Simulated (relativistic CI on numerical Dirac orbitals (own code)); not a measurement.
# Hyperfine structure of La17+, mass number 139

Computed by Dirac-Coulomb-Breit CI, KLI orbitals optimised for each configuration, QED by a radiative potential, unscaled Slater integrals (own radial code, finite nucleus).

CI space (outside the closed core [Ar] 3d10): 4s2 4p6 4d4, 4s2 4p5 4d5, 4s2 4p6 4d3 4f, 4s 4p6 4d5, 4s2 4p6 4d3 5s, 4s2 4p6 4d3 5p, 4s 4p6 4d4 4f, 4s2 4p6 4d2 4f 5s, 4s2 4p6 4d3 5d, 4s2 4p6 4d2 5s 5p, 4s2 4p6 4d3 6s, 4p6 4d6, 4p5 4d7, 4s2 4p6 4d2 5s2, 4s2 4p6 4d 4f 5s2, 4s2 4p6 4d 5s2 5p, 4s 4p6 4d2 4f 5s2. Double excitations out of closed p, d and f shells are left out; levels of such configurations are missing from the list, as are those of other unlisted configurations, and high levels can miss mixing partners.

Nuclear spin I = 7/2, μ = 2.7791 μN, Q = 0.206 b (tables of Stone and Pyykkö). The electronic factors are computed for point nuclear moments, without core polarisation or the Bohr-Weisskopf and QED corrections.

| Level | E (eV) | A (MHz) | B (MHz) |
| --- | --- | --- | --- |
| 4s2 4p6 4d4 5D_1 | 1.6239 | 77.6 | 376 |
| 4s2 4p6 4d4 5D_2 | 2.9528 | 1146 | 315 |
| 4s2 4p6 4d4 5D_3 | 3.9439 | 1927 | -174 |
| 4s2 4p6 4d4 5D_4 | 4.5233 | 2674 | -844 |
| 4s2 4p6 4d4 3H_4 | 6.9578 | 3267 | 211 |
| 4s2 4p6 4d4 3G_3 | 8.1781 | 3505 | 188 |
| 4s2 4p6 4d4 3F_2 | 8.5083 | 3191 | 448 |
| 4s2 4p6 4d4 3H_5 | 8.6908 | 3202 | 775 |

Levels with J = 0, under 50 % of one LS term, or S terms without an open s electron are left out. Small factors come from cancelling terms and can be off by tens of per cent or more.

At this charge energies of transitions that change n are usually good to better than 1 %, and those within a shell (Δn = 0) to a few per cent. Terms inside the open d or f shell come out 10 to 20 % too wide with unscaled integrals.

(1) Give the hyperfine levels of 4s2 4p6 4d4 5D_3 relative to its centre of gravity.

## Answers

(1) With K = F(F + 1) − I(I + 1) − J(J + 1), E = AK/2 + B[¾K(K + 1) − I(I + 1)J(J + 1)]/[2I(2I − 1)J(2J − 1)]: F = 1/2: -26110, F = 3/2: -23190, F = 5/2: -18330, F = 7/2: -11540, F = 9/2: -2840, F = 11/2: 7745, F = 13/2: 20190 MHz.

LS names give the leading component of a level, which can be under half, so a name can repeat, a term be missing and a line seem to break the LS rules.
